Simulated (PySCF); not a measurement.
## Computed properties of CH3BeBrO, SMILES [Be]([Br])[O]C

Be(Br)(OMe) (CH₃BeBrO), SMILES C[O][Be][Br]. Geometry: ωB97X-D3(BJ)/def2-SVP. The values are those of a single conformer. All values are computed for the isolated molecule unless a solvent is named; none is compared with measurement here.

**Structure.** The optimised structure has C3v symmetry. All 15 harmonic modes at ωB97X-D3(BJ)/def2-SVP (PySCF) are real, so it is a minimum. With heavy atoms numbered as in [Be:1]([Br:2])[O:3][CH3:4], the shortest bond between them is O3–C4 at 1.386 Å and the longest Be1–Br2 at 1.965 Å.

**Vibrations.** The strongest infrared lines (harmonic, unscaled, degenerate partners summed) lie at 1611 cm⁻¹ (715 km/mol, Be 44 %, O 42 %, H 12 %), 1477 cm⁻¹ (247 km/mol, H 72 %, C 21 %), 299 cm⁻¹ (118 km/mol, Be 82 %, O 16 %). The softest mode is at 57 cm⁻¹ and the zero-point energy is 28.5 kcal/mol.

**Electronic structure.** M06-2X/def2-TZVPD (PySCF) places the frontier levels at -9.62 and -0.22 eV, a gap of 9.40 eV, and gives a dipole moment of 2.39 D and a mean polarisability of 52.9 bohr³.

**Excitations.** TDDFT-B3LYP/def2-SVPD (PySCF) has S1 at 6.58 eV (189 nm, f = 0.052, bright); the most intense of the 10 singlets computed lies at 7.29 eV (f = 0.10). Strengths of degenerate partners are summed. T1 (TDA) is at 6.39 eV. No vertical singlet excitation falls in the visible range (under 3.1 eV).

**NMR.** GIAO shifts at KT2/pcSseg-1 (PySCF) (non-relativistic, atoms alike by connectivity averaged): ¹³C at 58.8 ppm against TMS; ¹H at 4.5 ppm against TMS. Without spin–orbit terms, shifts of atoms bonded to Cl or Br come out too high.
